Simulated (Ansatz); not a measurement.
Consider the redistribution: `[NH2][GeH]([OH])[CH2]F` + `[AlH2][CH2]Cl` → `[NH2][GeH]([OH])[CH2]Cl` + `F[CH2][AlH2]`.

Computed with Ansatz on PBE0-D4/def2-TZVP structures; ΔE is electronic, products minus reactants. CCSD(T)/CBS adds triple-zeta CCSD(T) − MP2 to the extrapolated MP2 energy (def2 sets, frozen cores). DFT in def2-TZVPP. B3LYP here is the variant with VWN-RPA as its local correlation; programs differ in this. For Ge outer-core shells are correlated without core-valence functions, which leaves a few kJ/mol of doubt a bond. Scalar relativity is left out up to krypton. Each species was taken in one conformer, which may not be the lowest.

```csv
level,ΔE (kJ/mol)
PBE-D4,1.7
PBE0-D4,1.6
ωB97X-V,1.6
ωB97M-V,1.7
B3LYP,2.2
CCSD/def2-TZVPP,0.4
SCS-MP2/def2-QZVPP,-0.6
CCSD/CBS(def2),0.4
```

(1) What does CCSD(T)/CBS give? (Estimate.)

Largest T1 diagnostic among the species: 0.011.

## Answers

(1) Ansatz gave: +0.3 kJ/mol. The listed levels differ from it by 1.4, 1.3, 1.3, 1.4, 1.9, 0.1, -0.9, 0.1 kJ/mol.
